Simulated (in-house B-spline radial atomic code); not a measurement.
## N VII (N6+): 1s1

Level of theory: non-relativistic CAM-B3LYP, spin-polarised, spherical fractional occupations, point nucleus; calculated with a B-spline radial code for spherical atoms.

Screening seen three ways: the hydrogenic charge with the same mean radius, Z_r = [3n² - l(l+1)]/(2<r>), the one with the same energy, Z_e = n√(-2ε), and Slater's rules. Values are occupation-weighted means over spin.

```json
{"shell": "1s", "electrons": "1", "ε (eV)": "-633.06", "<r> (bohr)": "0.2149", "Z_r": "6.98", "Z_e": "6.82", "Slater": "7.00"}
```

The least bound orbital is 1s up at -633.1 eV, and it is also the most diffuse (<r> = 0.2149 bohr).
